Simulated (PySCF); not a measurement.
CH4MgS, SMILES C[S][MgH].

The structure is a stationary point at B3LYP-D3(BJ)/def2-TZVP. The geometry has at least one imaginary mode, so it is a saddle point at that level.

Level of theory: PySCF with B3LYP-D3(BJ)/def2-TZVP.

Frequencies are harmonic and unscaled.

| mode | ν (cm⁻¹) | IR (km/mol) | moving atoms (share of kinetic energy) |
|---|---|---|---|
| 1 | 60i | 0.7 | H 95 % |
| 2 | 108 | 5.7 | C 35 %, H 29 %, S 19 %, Mg 18 % |
| 3 | 316 | 231.2 | H 80 %, Mg 17 % |
| 4 | 316 | 209.4 | H 88 %, Mg 11 % |
| 5 | 436 | 36.0 | Mg 53 %, S 42 % |
| 6 | 682 | 7.5 | C 60 %, S 31 %, H 8 % |
| 7 | 961 | 7.2 | H 85 %, C 14 % |
| 8 | 969 | 4.5 | H 84 %, C 14 % |
| 9 | 1357 | 20.4 | H 88 %, C 12 % |
| 10 | 1477 | 2.5 | H 95 % |
| 11 | 1489 | 4.8 | H 95 % |
| 12 | 1647 | 231.4 | H 96 % |
| 13 | 3043 | 37.8 | H 98 % |
| 14 | 3112 | 9.6 | H 91 %, C 9 % |
| 15 | 3128 | 5.2 | H 90 %, C 10 % |
